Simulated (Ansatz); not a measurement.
## Molecular dynamics of Cl2GeH2O

Input file:

```yaml
crystal:
  periodic: [false, false, false]
  atoms:
    - { symbol: Ge, position_ang: [0.003555, -0.003076, 0.222097] }
    - { symbol: H, position_ang: [0.318798, 0.21503, 1.710197] }
    - { symbol: Cl, position_ang: [1.816007, -0.107521, -0.965314] }
    - { symbol: Cl, position_ang: [-1.180283, 1.625242, -0.586573] }
    - { symbol: O, position_ang: [-0.895925, -1.530479, 0.103765] }
    - { symbol: H, position_ang: [-1.136253, -1.741995, -0.819172] }
basis:
  gaussian: { orbitals: def2-SVP }
hamiltonian:
  xc: pbe
md:
  timestep: 0.5
  n_steps: 300
  ensemble: nvt_langevin
  temperature: 2000.0
  initial_velocities: maxwell_boltzmann
  seed: 689193
  friction: 0.01
  masses: [{ species: H, mass: 10.0 }]
```

Command:

```bash
$ ansatz run input.yaml --threads 1 --pin off --max-ram 2048MiB --backend cpu --events-out ev --progress --plain --runs-dir out
```

It starts from a relaxed structure.

Output, in part (one step line in 11, the closing report, with atoms numbered from 0):

```
md step     0: t =     0.00 fs  T =  1666.7 K  F+E_penalty+E_count = -83608.50184169 eV  E_kin = 1.292600 eV  (26 SCF iters)
md step    11: t =     5.50 fs  T =  1453.8 K  F+E_penalty+E_count = -83608.31476394 eV  E_kin = 1.127493 eV  (26 SCF iters)
md step    22: t =    11.00 fs  T =  1226.8 K  F+E_penalty+E_count = -83608.06050910 eV  E_kin = 0.951473 eV  (26 SCF iters)
md step    33: t =    16.50 fs  T =  1376.7 K  F+E_penalty+E_count = -83607.77358508 eV  E_kin = 1.067681 eV  (26 SCF iters)
md step    44: t =    22.00 fs  T =  1448.9 K  F+E_penalty+E_count = -83607.72619165 eV  E_kin = 1.123682 eV  (26 SCF iters)
md step    55: t =    27.50 fs  T =  1568.5 K  F+E_penalty+E_count = -83607.91230631 eV  E_kin = 1.216445 eV  (26 SCF iters)
md step    66: t =    33.00 fs  T =  1566.6 K  F+E_penalty+E_count = -83607.81199563 eV  E_kin = 1.214988 eV  (26 SCF iters)
md step    77: t =    38.50 fs  T =  1645.7 K  F+E_penalty+E_count = -83607.52324969 eV  E_kin = 1.276326 eV  (26 SCF iters)
md step    88: t =    44.00 fs  T =  1405.9 K  F+E_penalty+E_count = -83607.20345676 eV  E_kin = 1.090365 eV  (26 SCF iters)
md step    99: t =    49.50 fs  T =  1539.5 K  F+E_penalty+E_count = -83607.38954302 eV  E_kin = 1.193938 eV  (26 SCF iters)
md step   110: t =    55.00 fs  T =  1803.3 K  F+E_penalty+E_count = -83607.40161519 eV  E_kin = 1.398558 eV  (27 SCF iters)
md step   121: t =    60.50 fs  T =  1500.0 K  F+E_penalty+E_count = -83607.15643924 eV  E_kin = 1.163306 eV  (28 SCF iters)
md step   132: t =    66.00 fs  T =  1397.7 K  F+E_penalty+E_count = -83607.14153446 eV  E_kin = 1.083974 eV  (29 SCF iters)
md step   143: t =    71.50 fs  T =  1642.3 K  F+E_penalty+E_count = -83607.37913347 eV  E_kin = 1.273701 eV  (29 SCF iters)
md step   154: t =    77.00 fs  T =  2411.5 K  F+E_penalty+E_count = -83607.68247439 eV  E_kin = 1.870250 eV  (27 SCF iters)
md step   165: t =    82.50 fs  T =  2086.6 K  F+E_penalty+E_count = -83607.66420059 eV  E_kin = 1.618262 eV  (25 SCF iters)
md step   176: t =    88.00 fs  T =  1954.8 K  F+E_penalty+E_count = -83607.32077553 eV  E_kin = 1.516029 eV  (26 SCF iters)
md step   187: t =    93.50 fs  T =  1690.9 K  F+E_penalty+E_count = -83607.19042655 eV  E_kin = 1.311420 eV  (26 SCF iters)
md step   198: t =    99.00 fs  T =  1760.7 K  F+E_penalty+E_count = -83607.28864443 eV  E_kin = 1.365535 eV  (26 SCF iters)
md step   209: t =   104.50 fs  T =  1785.0 K  F+E_penalty+E_count = -83607.41627233 eV  E_kin = 1.384369 eV  (27 SCF iters)
md step   220: t =   110.00 fs  T =  1849.9 K  F+E_penalty+E_count = -83607.24937132 eV  E_kin = 1.434746 eV  (27 SCF iters)
md step   231: t =   115.50 fs  T =  1416.1 K  F+E_penalty+E_count = -83606.89326859 eV  E_kin = 1.098299 eV  (29 SCF iters)
md step   242: t =   121.00 fs  T =  2251.3 K  F+E_penalty+E_count = -83607.25614535 eV  E_kin = 1.745986 eV  (27 SCF iters)
md step   253: t =   126.50 fs  T =  1955.2 K  F+E_penalty+E_count = -83606.75351377 eV  E_kin = 1.516346 eV  (29 SCF iters)
md step   264: t =   132.00 fs  T =  2464.1 K  F+E_penalty+E_count = -83607.33074149 eV  E_kin = 1.911036 eV  (27 SCF iters)
md step   275: t =   137.50 fs  T =  1307.7 K  F+E_penalty+E_count = -83606.69822816 eV  E_kin = 1.014174 eV  (28 SCF iters)
md step   286: t =   143.00 fs  T =  2227.8 K  F+E_penalty+E_count = -83607.15372379 eV  E_kin = 1.727815 eV  (26 SCF iters)
md step   297: t =   148.50 fs  T =  2909.4 K  F+E_penalty+E_count = -83607.40467456 eV  E_kin = 2.256443 eV  (28 SCF iters)
md step   300: t =   150.00 fs  T =  2448.3 K  F+E_penalty+E_count = -83607.01568418 eV  E_kin = 1.898767 eV  (28 SCF iters)
Total energy: -83607.01571252 eV, -3072.5011565643 hartree
Atom 0 at    -0.144398    -0.012860     0.057813 Å, force     0.883379    -0.623437    -2.019843 eV/Å
Atom 1 at     0.327792    -0.516563     1.313903 Å, force     0.594420    -0.009159     2.429201 eV/Å
Atom 2 at     1.799919     0.056001    -1.111490 Å, force    -1.055770    -0.089381     0.271938 eV/Å
Atom 3 at    -0.868343     2.027646    -0.231403 Å, force    -0.291949    -0.637695     0.120270 eV/Å
Atom 4 at    -1.048196    -1.586862    -0.272658 Å, force     4.498218     1.165660    11.457205 eV/Å
Atom 5 at    -1.324254    -1.535916    -1.048043 Å, force    -4.628298     0.194012   -12.258770 eV/Å
Dipole moment:    -0.330461    -0.002793     0.031826 e Å
```

The run went to its last step. A run of 0.15 ps of so small a system gives no equilibrium averages.

The same pairs are bonded in the first frame and the last. Pairs count as bonded within 1.25 times the sum of covalent radii (0.12 Å more for H–H).

Last frame:

```xyz
6
Properties=species:S:1:pos:R:3
Ge -0.144 -0.013 0.058
H 0.328 -0.517 1.314
Cl 1.800 0.056 -1.111
Cl -0.868 2.028 -0.231
O -1.048 -1.587 -0.273
H -1.324 -1.536 -1.048
```

Run time: 14 min on 1 thread of Arm Neoverse V1, on a shared host, peak memory 0.12 GiB.
